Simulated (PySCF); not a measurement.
A GIAO shielding run with PySCF (density fitting, non-relativistic, gas phase) on `C=CC[C@@H]1C[C@@H]([Si@H](F)[SiH3])O1`, C6H13FOSi2:

```
$ OMP_NUM_THREADS=1 python probes_run.py task.json out

{"job": {"kind": "nmr", "xc": "PBE0", "basis": "pcSseg-1"}, "charge": 0, "multiplicity": 1}
C      4.009628     1.386432    -0.225598
C      3.133420     0.422229    -0.433651
C      1.806584     0.613204    -1.095159
C      0.669157     0.289993    -0.127682
C      0.447773    -1.184705     0.219647
C     -0.962433    -0.968774    -0.342547
Si    -2.419925    -0.854327     0.876742
F     -2.835429    -2.399766     1.183582
Si    -4.183974     0.323487    -0.023318
O     -0.626401     0.389464    -0.729165
H      3.822206     2.399612    -0.541237
H      4.953372     1.205230     0.260036
H      3.345603    -0.586831    -0.104570
H      1.691064     1.643196    -1.436265
H      1.719908    -0.047816    -1.962184
H      0.733775     0.948580     0.748974
H      0.506843    -1.438479     1.275340
H      1.060771    -1.875014    -0.356184
H     -1.178648    -1.570756    -1.232648
H     -1.872509    -0.454623     2.175472
H     -4.473660    -0.061024    -1.408976
H     -3.941237     1.766497    -0.000796
H     -5.410638     0.081173     0.745548
```

Hardware: 1 thread of an Arm Neoverse V1, shared host. The job also computes population analyses, field gradients, ring-centre shieldings.

(1) How large is the calculation?

(2) How long does it take, and how much memory does it need?

Results:

(1) 94 electrons, 249 basis functions and 1336 auxiliary functions.

(2) 71 s of wall time, with 14 SCF cycles and 5 response iterations; peak memory 1.2 GiB. Times on a shared host scatter by some tens of per cent.
